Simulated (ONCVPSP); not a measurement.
**P, ONCV: configuration errors across variants**

ONCVPSP 4.0.1 input, shortened (lines: element, Z, core and valence counts, functional; n l f; lmax; l rc ep ncon nbas qcut; lloc lpopt rc5 dvloc0; l nproj debl; icmod fcfact rcfact), PBE, scalar-relativistic:

```
  P 15.00    3    2        4      upf
    1    0    2.00
    2    0    2.00
    2    1    6.00
    3    0    2.00
    3    1    1.00
    1
    0    1.65    0.00    4    8    4.70
    1    1.70    0.00    4    7    3.90
    4    1    1.20    1.00
    0    2    1.00
    1    1    3.10
    3    2.50    1.70
```

In the s channel the program set the typed energies aside and used -1.248, 0.250 Ha.

All-electron excitation energies from the reference (eV): (1) 3s2 3p3 -28.877; (2) 3s2 3p2 -19.147; (3) 3s2 3p0 29.739; (4) 3s1 3p4 -20.342.

1 further variants failed, have other tests or another functional or relativity, and are left out.

Errors AE − PS in meV (a dash: test not solved or not reliable):

| change | (1) | (2) | (3) | (4) | bound ghosts | GHOST(+) flags above zero |
| --- | --- | --- | --- | --- | --- | --- |
| base | -6.9 | -4.4 | -26 | -2.2 | none | s |
| s: qcut 6.7; p: qcut 5.6 | -6.2 | -4.0 | -25 | -1.4 | none | s |
| local potential polynomial inside 1.20 bohr (lpopt 1, dvloc0 -0.5 Ha) | -6.4 | -4.2 | -26 | -1.7 | none | none |
| s: ncon 5, nbas 9 | -7.2 | -4.5 | -26 | -2.2 | none | none |
| s: nproj 3 | -6.9 | -4.4 | -26 | -2.2 | none | s |

Give the same row for: all radii but the core radius scaled by about 1.21 (s 2.00, p 2.06 bohr); local potential polynomial inside 1.46 bohr (lpopt 1, dvloc0 1 Ha).

-7.5, -4.8, -28, -1.4; bound ghosts: none; GHOST(+) flags above zero: none.
